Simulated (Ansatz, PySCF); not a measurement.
Dimer: CH4 (SMILES C) (first 5 atoms) with CH3F (SMILES CF); geometry from B3LYP-D3(BJ)/def2-TZVP, rigid monomers moved along the line of their centres of mass till H3···F7 is 3.66 Å.
(charge 0, multiplicity 1):
```xyz
10

C      0.027    -0.008     0.130
H     -0.215    -1.067     0.219
H     -0.378     0.533     0.983
H      1.110     0.114     0.100
H     -0.404     0.383    -0.791
C      0.178    -0.565     4.805
F     -0.508     0.632     4.638
H     -0.499    -1.392     4.589
H      1.023    -0.584     4.117
H      0.529    -0.626     5.836
```

Interaction energies are E(AB) − E(A) − E(B) at the monomers' geometry in the complex; basis-set methods are counterpoise corrected. Rows marked so take none.

Cores are frozen in the correlated methods. Rows in 3-21G carry no dispersion term and start afresh at each structure.

Programs: Ansatz (a quantum-chemistry and plane-wave program); PySCF for 3-21G rows, the dispersion terms. Values without a source in brackets are computed.

Estimate the interaction energy that SCS-MP2/aug-cc-pVDZ returns for this input.

-10 meV

Predict the interaction energy from PBE0-D3(BJ)/def2-TZVPPD.

-17 meV

Give the interaction energy at the level HF/3-21G (no counterpoise).

-7 meV
